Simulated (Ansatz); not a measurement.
Input file for Ansatz (an electronic-structure program): U-wB97X-V/def2-TZVPP on PdN, 2S+1 = 2, a spin state set in the input, which need not be the lowest, a point of a bond scan (R = 1.799 Å). Elements past Kr take the def2 small-core potentials; no spin–orbit coupling.

Ansatz 0.2 input:
```yaml
crystal:
  periodic: [false, false, false]
  atoms:
    - {symbol: Pd, position_ang: [0.00000000, 0.00000000, 0.00000000]}
    - {symbol: N, position_ang: [0.00000000, 0.00000000, 1.79878200]}
basis:
  gaussian:
    orbitals: def2-TZVPP
    pivot_positions_ang: [[0.00000000, 0.00000000, 0.00000000], [0.00000000, 0.00000000, 1.79878200]]
hamiltonian:
  xc: {name: wB97X-V}
magnetization: {spin_polarized: true, initial_magnetization: 1}
output: {forces: true, orbitals: {seedname: ./end}}
```

Program output:

```
WARN ansatz: RAYON_NUM_THREADS=2 ignored (pool sized by the plan → 2); use --threads N
Functional definition: wB97X-V
integrals: 0.03 GiB planned
527 factors; their error is unknown
integrals: 0.06 GiB planned
108 factors; integrals over basis functions are off by at most 2.7e-5 eV
mean field: 0.41 GiB planned
mean field evaluation 1: about -4962.0358 eV, gradient 2.8e1 eV
mean field evaluation 2: about -4950.2518 eV, gradient 6.9e1 eV
mean field evaluation 4: about -4964.5904 eV, gradient 3.3e0 eV
mean field evaluation 8: about -4964.6880 eV, gradient 2.9e-1 eV
mean field evaluation 16: about -4964.7483 eV, gradient 4.6e-3 eV
mean field evaluation 32: about -4913.3258 eV, gradient 8.0e1 eV
mean field evaluation 64: about -4963.9136 eV, gradient 1.1e-3 eV
mean field evaluation 96: about -4960.2229 eV, gradient 7.9e0 eV
mean field evaluation 128: about -4963.4557 eV, gradient 2.2e-4 eV
mean field evaluation 160: about -4965.4221 eV, gradient 1.7e0 eV
mean field evaluation 192: about -4964.4490 eV, gradient 3.0e0 eV
mean field evaluation 224: about -4965.1868 eV, gradient 1.5e0 eV
mean field -4965.46585845 eV, -182.4775045843 hartree, gradient 7.2e-6 eV, S^2 1.765309; 14 other end points of the search recorded, 0 dependent functions left out
the calculation of the forces begins
reference -4965.46585718 eV, -182.4775045377 hartree; 13, 12 occupied and 74, 75 virtual orbitals, 527 factors
Total energy: -4965.46585718 eV, -182.4775045377 hartree
Atom 0 at     0.000000     0.000000     0.000000 Å, force    -0.000000    -0.000000    -0.026106 eV/Å
Atom 1 at     0.000000     0.000000     1.798782 Å, force     0.000000     0.000000     0.026106 eV/Å
Dipole moment:     0.000000     0.000000    -0.752598 e Å
```

Self-consistency was reached. Its determinant has ⟨S²⟩ = 1.77, a mixture of spin states.

Cost: very roughly 70 core-seconds.
